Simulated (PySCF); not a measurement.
Species: C2H9B2N.
InChI=1S/C2H9B2N/c1-4(2)5-3/h5H,3H2,1-2H3

Torsions of this conformer, `[BH2:1][NH:2][B:3]([CH3:4])[CH3:5]`: B1–N2–B3–C4 1°.

The closed-shell ground state was solved at several levels (PySCF, density fitting, gas phase, non-relativistic). Geometry: GFN2-xTB; no solvent, vibrations or thermal averaging.

```json
{"level": "wB97X-D/def2-SVPD", "basis functions": "172", "HOMO (eV)": "-10.54", "LUMO (eV)": "1.05", "gap (eV)": "11.59", "dipole (D)": "1.11"}
{"level": "PBE0/def2-SVPD", "basis functions": "172", "HOMO (eV)": "-8.63", "LUMO (eV)": "-0.88", "gap (eV)": "7.75", "dipole (D)": "1.15"}
{"level": "PBE0/pcSseg-1", "basis functions": "130", "HOMO (eV)": "-8.63", "LUMO (eV)": "-0.85", "gap (eV)": "7.78", "dipole (D)": "1.18"}
```

(1) Estimate the row for B3LYP/pcJ-1, a basis of 225 functions; the other rows only guide the guess.

(2) Over all these levels, which gives the widest orbital gap and which the narrowest?

(3) How far do the dipole and the HOMO energy spread over the levels?

## Answers

(1) HOMO -8.43 eV, LUMO -1.06 eV, gap 7.37 eV, dipole 1.19 D.

(2) wB97X-D/def2-SVPD (range-separated hybrid) has the widest, 11.59 eV, and B3LYP/pcJ-1 (global hybrid, 20 % exact exchange) the narrowest, 7.37 eV. Functional and basis both differ between the two, so the spread mixes both effects.

(3) The dipole runs from 1.11 to 1.19 D (mean 1.16 D) and the HOMO from -10.54 to -8.43 eV.
